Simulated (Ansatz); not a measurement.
Isolated molecules relaxed with PBE0-D4/def2-TZVP in Ansatz; ΔE leaves out vibrations. CBS: MP2 limit from def2 TZ/QZ plus the TZ coupled-cluster correction, frozen cores. This one scheme is used for every species. Functionals use def2-TZVPP. B3LYP here is the variant with VWN-RPA as its local correlation; programs differ in this. One conformer a species, not always the lowest.

Reaction (hydrogenolysis of a C–Si bond): `NC(S)C[SiH3]` + H₂ → `CC(N)S` + SiH₄

Q: Is it downhill or uphill in electronic energy at CCSD(T)/CBS, and by how much? (An estimate is asked.)

A: Ansatz gave: Downhill: ΔE = -24.0 kJ/mol.

Q: What do these levels give: revPBE-D4, r2SCAN0-D4, BHLYP-D4, B3LYP, r2SCANh, CCSD/CBS(def2)? (Best estimate.)

A: The calculation gave: revPBE-D4 -16.0, r2SCAN0-D4 -25.5, BHLYP-D4 -32.0, B3LYP -41.6, r2SCANh -26.6, CCSD/CBS(def2) -29.7 kJ/mol.

Largest T1 diagnostic among the species: 0.011.

Leaving LDA and LC-ωPBE aside and taking each functional with its dispersion term where it has one, the values, not all of them listed here, spread over 18.0 kJ/mol, from B2PLYP to revPBE-D4. LDA lies +9.9 kJ/mol from PBE without D4. At CCSD(T), def2-SVP lies −10.2 kJ/mol from the extrapolated value and def2-TZVPP −3.1 kJ/mol.
